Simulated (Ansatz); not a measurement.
Born–Oppenheimer molecular dynamics of ClGaH$_{5}$O$_{2}$P (10 atoms, charge 0, multiplicity 1). It starts at the highest image of a converged band. Of that band: The profile has 2 maxima (images 4, 7) with wells between them (image 6): this band takes more than one step, which may be the mechanism or a detour left from its start path. A vibrational analysis at the climbing image gives one clearly imaginary mode, 1097i cm⁻¹: a first-order saddle point.

The calculation used RKS PBE0-D4/def2-SVP (Ansatz).

```
ensemble                      : NVE (velocity Verlet)
time step                     : 0.5 fs
steps asked                   : 200
starting velocities drawn for : 100 K
seed                          : 4148
```

Frames 0.5 fs apart, positions in Å.

Velocities at 10 fs (Å/ps):

```
Ga 0.58 -1.19 0.35
O -0.41 2.99 2.40
H -6.54 -5.54 3.42
O -0.84 0.30 -3.39
H 7.32 8.24 -1.84
Cl 0.64 1.58 0.10
P -1.47 -0.66 -0.33
H -1.93 -2.26 1.11
H 4.08 -6.91 -5.13
H -0.33 1.15 1.03
```

```xyz
10
Properties=species:S:1:pos:R:3 time_fs=10 energy_less_start_eV=0.049 T=54
Ga 0.161 0.339 0.034
O -0.283 -0.280 1.796
H -1.135 -0.775 1.879
O 1.731 -0.100 -0.662
H 2.443 -0.239 -0.006
Cl -1.527 0.403 -1.294
P 0.178 2.569 1.479
H 1.494 2.461 0.992
H -0.514 2.744 0.211
H -0.240 1.029 1.949
10
Properties=species:S:1:pos:R:3 time_fs=10.5 energy_less_start_eV=0.055 T=48
Ga 0.161 0.339 0.035
O -0.284 -0.279 1.797
H -1.137 -0.777 1.881
O 1.730 -0.099 -0.664
H 2.446 -0.235 -0.008
Cl -1.527 0.404 -1.294
P 0.177 2.569 1.479
H 1.493 2.459 0.992
H -0.512 2.741 0.209
H -0.240 1.030 1.950
10
Properties=species:S:1:pos:R:3 time_fs=11 energy_less_start_eV=0.055 T=48
Ga 0.161 0.338 0.035
O -0.284 -0.278 1.798
H -1.137 -0.778 1.882
O 1.730 -0.099 -0.666
H 2.447 -0.231 -0.011
Cl -1.527 0.405 -1.294
P 0.176 2.568 1.479
H 1.494 2.458 0.992
H -0.508 2.738 0.208
H -0.240 1.030 1.950
10
Properties=species:S:1:pos:R:3 time_fs=11.5 energy_less_start_eV=0.049 T=54
Ga 0.161 0.338 0.035
O -0.285 -0.276 1.800
H -1.135 -0.777 1.884
O 1.730 -0.099 -0.667
H 2.447 -0.226 -0.015
Cl -1.526 0.405 -1.294
P 0.175 2.568 1.479
H 1.494 2.457 0.991
H -0.504 2.734 0.208
H -0.240 1.031 1.950
10
Properties=species:S:1:pos:R:3 time_fs=12 energy_less_start_eV=0.040 T=62
Ga 0.162 0.337 0.035
O -0.285 -0.275 1.801
H -1.131 -0.775 1.886
O 1.730 -0.099 -0.669
H 2.445 -0.221 -0.020
Cl -1.526 0.406 -1.294
P 0.174 2.568 1.478
H 1.496 2.456 0.990
H -0.499 2.731 0.209
H -0.240 1.032 1.950
10
Properties=species:S:1:pos:R:3 time_fs=12.5 energy_less_start_eV=0.031 T=70
Ga 0.162 0.336 0.035
O -0.286 -0.274 1.802
H -1.125 -0.772 1.887
O 1.730 -0.099 -0.670
H 2.443 -0.216 -0.026
Cl -1.526 0.407 -1.294
P 0.173 2.568 1.478
H 1.498 2.455 0.988
H -0.494 2.728 0.211
H -0.240 1.032 1.950
10
Properties=species:S:1:pos:R:3 time_fs=13 energy_less_start_eV=0.026 T=75
Ga 0.162 0.336 0.036
O -0.287 -0.273 1.803
H -1.118 -0.769 1.889
O 1.730 -0.099 -0.671
H 2.439 -0.210 -0.033
Cl -1.525 0.408 -1.294
P 0.172 2.567 1.478
H 1.501 2.454 0.987
H -0.487 2.725 0.213
H -0.240 1.033 1.949
10
Properties=species:S:1:pos:R:3 time_fs=13.5 energy_less_start_eV=0.028 T=73
Ga 0.163 0.335 0.036
O -0.288 -0.272 1.804
H -1.111 -0.765 1.891
O 1.730 -0.099 -0.673
H 2.436 -0.205 -0.039
Cl -1.525 0.408 -1.294
P 0.172 2.567 1.478
H 1.504 2.454 0.984
H -0.481 2.722 0.215
H -0.239 1.033 1.949
10
Properties=species:S:1:pos:R:3 time_fs=14 energy_less_start_eV=0.036 T=66
Ga 0.163 0.335 0.036
O -0.289 -0.272 1.805
H -1.104 -0.761 1.894
O 1.730 -0.099 -0.674
H 2.434 -0.200 -0.045
Cl -1.525 0.409 -1.294
P 0.171 2.567 1.477
H 1.506 2.453 0.982
H -0.474 2.720 0.218
H -0.239 1.034 1.948
10
Properties=species:S:1:pos:R:3 time_fs=14.5 energy_less_start_eV=0.045 T=57
Ga 0.163 0.334 0.036
O -0.289 -0.271 1.806
H -1.099 -0.758 1.896
O 1.730 -0.099 -0.675
H 2.433 -0.196 -0.049
Cl -1.524 0.410 -1.294
P 0.170 2.567 1.477
H 1.509 2.452 0.980
H -0.468 2.717 0.220
H -0.239 1.035 1.947
10
Properties=species:S:1:pos:R:3 time_fs=15 energy_less_start_eV=0.052 T=50
Ga 0.163 0.334 0.037
O -0.290 -0.270 1.806
H -1.096 -0.756 1.899
O 1.730 -0.099 -0.677
H 2.434 -0.191 -0.052
Cl -1.524 0.411 -1.294
P 0.169 2.566 1.477
H 1.511 2.451 0.978
H -0.461 2.716 0.222
H -0.239 1.036 1.946
10
Properties=species:S:1:pos:R:3 time_fs=15.5 energy_less_start_eV=0.054 T=49
Ga 0.164 0.333 0.037
O -0.290 -0.269 1.807
H -1.096 -0.756 1.903
O 1.730 -0.099 -0.679
H 2.436 -0.187 -0.054
Cl -1.524 0.411 -1.294
P 0.168 2.566 1.477
H 1.513 2.451 0.976
H -0.455 2.714 0.223
H -0.238 1.037 1.946
```

Of the whole run (100 fs, mean temperature of the second half 768 K): The conserved energy stayed within 0.14 meV per atom of its start (net change 0.016 meV per atom), so the integration is sound. The kinetic energy rose, since the run started high on the potential surface and went downhill. It ends in pieces (ClGaH3OP + H2O), so much of that is their flight and rotation, not heat. A run of 0.1 ps of so small a system gives no equilibrium averages. The orbitals stay closed-shell, which can raise the energy where a bond breaks towards radicals; this wasn't checked here.

Run time: 6.5 min on 4 threads of Arm Neoverse V2, on a shared host, peak memory 0.33 GiB.
